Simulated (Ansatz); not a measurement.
Reaction (ligand exchange at the Si–O bond): `C[O][GeH]([Cl])[O][SiH3]` + `S[SiH]1CO1` → `[SiH3]S[SiH]1CO1` + `C[O][GeH]([OH])[Cl]`

Program: Ansatz. Geometries: PBE0-D4/def2-TZVP. ΔE: electronic, gas phase. CCSD(T)/CBS adds triple-zeta CCSD(T) − MP2 to the extrapolated MP2 energy (def2 sets, frozen cores). DFT in def2-TZVPP. B3LYP here is the variant with VWN-RPA as its local correlation; programs differ in this. For Ge outer-core shells are correlated without core-valence functions, which leaves a few kJ/mol of doubt a bond. Scalar relativity is left out up to krypton. Each species was taken in one conformer, which may not be the lowest.

`C[O][GeH]([Cl])[O][SiH3]`:

Cartesian coordinates in Å:
```
C -0.774 -1.058 -1.551
O 0.426 -1.553 -0.992
Ge 1.468 -0.507 -0.049
Cl 2.012 1.187 -1.251
O 0.613 0.108 1.349
Si -0.522 1.236 1.716
H -0.593 -0.197 -2.204
H -1.213 -1.859 -2.148
H -1.493 -0.771 -0.776
H 2.685 -1.303 0.393
H -0.474 2.372 0.759
H -1.875 0.620 1.662
H -0.258 1.725 3.091
```

`S[SiH]1CO1`:

```xyz
8

S     1.008   -0.281   -1.946
Si    0.261    0.385   -0.086
C    -0.707   -0.699    0.972
O    -1.367    0.382    0.195
H     1.589    0.899   -2.223
H     1.013    1.561    0.394
H    -1.009   -1.692    0.645
H    -0.788   -0.556    2.048
```

`[SiH3]S[SiH]1CO1`:

Z-matrix (Å, degrees):
```
Si
S 1 2.147
H 1 1.483 2 110.8
H 1 1.482 2 105.2 3 119.1
H 1 1.483 2 110.8 3 -121.6
Si 2 2.108 1 97.8 3 64.0
O 6 1.652 2 119.1 1 123.8
C 6 1.799 2 122.0 1 -176.6
H 6 1.479 2 111.2 1 -16.1
H 8 1.088 6 121.3 2 -4.0
H 8 1.088 6 122.9 2 157.8
```

`C[O][GeH]([OH])[Cl]`:

Z-matrix (Å, degrees):
```
C
O 1 1.413
H 1 1.095 2 111.8
H 1 1.097 2 111.9 3 -122.2
H 1 1.091 2 107.5 3 119.1
Ge 2 1.758 1 121.0 3 58.0
Cl 6 2.153 2 107.2 1 -52.2
O 6 1.750 2 106.3 1 -170.6
H 6 1.526 2 114.8 1 69.1
H 8 0.961 6 112.6 2 47.6
```

| level | ΔE (kcal/mol) | difference from CCSD(T)/CBS |
| --- | --- | --- |
| PBE-D4 | 5.8 | -3.8 |
| r2SCAN-D4 | 8.2 | -1.4 |
| PBE0-D4 | 6.9 | -2.7 |
| B3LYP-D4 | 10.3 | 0.7 |
| ωB97X-V | 9.7 | 0.1 |
| ωB97M-V | 9.5 | -0.1 |
| B2PLYP | 10.1 | 0.5 |
| PBE | 5.5 | -4.1 |
| r2SCAN | 8.1 | -1.5 |
| PBE0 | 6.6 | -3.0 |
| B3LYP | 9.9 | 0.3 |
| HF/def2-TZVPP | 13.8 | 4.2 |
| MP2/def2-TZVPP | 9.4 | -0.2 |
| SCS-MP2/def2-TZVPP | 10.8 | 1.2 |
| CCSD/def2-TZVPP | 11.0 | 1.4 |
| CCSD(T)/def2-TZVPP | 10.2 | 0.6 |
| HF/def2-QZVPP | 14.3 | 4.7 |
| MP2/def2-QZVPP | 9.2 | -0.4 |
| SCS-MP2/def2-QZVPP | 10.5 | 0.9 |
| HF/CBS(def2) | 14.3 | 4.7 |
| MP2/CBS(def2) | 8.8 | -0.8 |
| CCSD/CBS(def2) | 10.4 | 0.8 |
| CCSD(T)/CBS | 9.6 | 0 |

Largest T1 diagnostic among the species: 0.013.

From PBE to PBE0 (25 % exact exchange), in def2-TZVPP and without D4, ΔE moves by +1.1 kcal/mol. In def2-TZVPP, CCSD(T) changes the Hartree–Fock value by −3.6 kcal/mol (the triples alone add −0.7 kcal/mol) and MP2 by −4.4 kcal/mol.
